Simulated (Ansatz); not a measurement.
```yaml
crystal:
  periodic: [false, false, false]
  atoms:
    - {symbol: C, position_ang: [0.341506, -1.428026, -0.568712]}
    - {symbol: Si, position_ang: [0.626021, 0.034256, 0.416591]}
    - {symbol: C, position_ang: [-0.790892, 1.196996, 0.158506]}
    - {symbol: F, position_ang: [-1.920445, 0.662574, 0.502785]}
    - {symbol: F, position_ang: [-0.912244, 1.538426, -1.085973]}
    - {symbol: Cl, position_ang: [-0.581451, 2.624446, 1.078340]}
    - {symbol: H, position_ang: [-0.549771, -1.899909, -0.282661]}
    - {symbol: H, position_ang: [0.275163, -1.182480, -1.585660]}
    - {symbol: H, position_ang: [1.127761, -2.111510, -0.447258]}
    - {symbol: H, position_ang: [1.791479, 0.748474, 0.020825]}
    - {symbol: H, position_ang: [0.655564, -0.238157, 1.812995]}
basis:
  gaussian: {orbitals: x2c-TZVPPall}
hamiltonian: {xc: {name: B97}, pseudopotentials: {relativity: scalar}}
accuracy: high
```

```sh
$ ansatz run in.yaml --threads 4 --pin off --events-out ev --progress --plain --max-ram 10444MiB
```

Output, abridged:

```
Functional definition: B97
4825 factors; integrals over basis functions are off by at most 2.1e-8 eV
mean field evaluation 1: about -28041.2934 eV, gradient 6.0e1 eV
mean field evaluation 2: about -28037.8923 eV, gradient 6.9e1 eV
mean field evaluation 4: about -28048.3741 eV, gradient 3.6e0 eV
mean field evaluation 8: about -28048.5875 eV, gradient 5.8e-1 eV
mean field evaluation 16: about -28048.5882 eV, gradient 5.6e-5 eV
mean field -28048.58818282 eV, -1030.7666037026 hartree, gradient 8.4e-9 eV, S^2 0.000000; 0 other end points of the search recorded, 0 dependent functions left out
reference -28048.58818515 eV, -1030.7666037882 hartree; 33, 33 occupied and 245, 245 virtual orbitals, 4825 factors
Total energy: -28048.58818515 eV, -1030.7666037882 hartree
Relativity: scalar
```

Hardware: 4 threads of an AMD EPYC 7B13 on a shared host. Wall time 33 s, peak host memory 2.6 GiB.
